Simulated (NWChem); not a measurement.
System: InNH3F; SMILES [NH2][InH][F]

The following NWChem deck was run.

```
start job
memory heap 200 mb stack 900 mb global 1100 mb
geometry units angstroms noautoz
  In    -0.279360    -0.082478     0.028276
  H     -1.958554    -0.330663    -0.046450
  F      0.871551    -1.675147    -0.086113
  N      0.899788     1.541890     0.060999
  H      1.882888     1.421282     0.283156
  H      0.561677     2.435155     0.401583
end
basis spherical
  In library def2-svp
  H library def2-svp
  F library def2-svp
  N library def2-svp
end
ecp
  In library def2-ecp
end
dft
  xc b3lyp
  iterations 150
  mulliken
end
task dft energy
```

Coordinates come from a PBE0/def2-SVP optimisation. B3LYP is NWChem's, with the RPA form of VWN correlation. def2 effective core potentials on In; no spin-orbit coupling.

Q: Predict the main results of this run. (B3LYP/def2-SVP with def2 effective core potentials on In.) Quantities: energy (Ha); highest occupied level (eV); orbital gap (eV); dipole (D).

A: 
```json
{
 "energy (Ha)": "-346.49",
 "highest occupied level (eV)": "-6.99",
 "orbital gap (eV)": "5.78",
 "dipole (D)": "3.24"
}
```
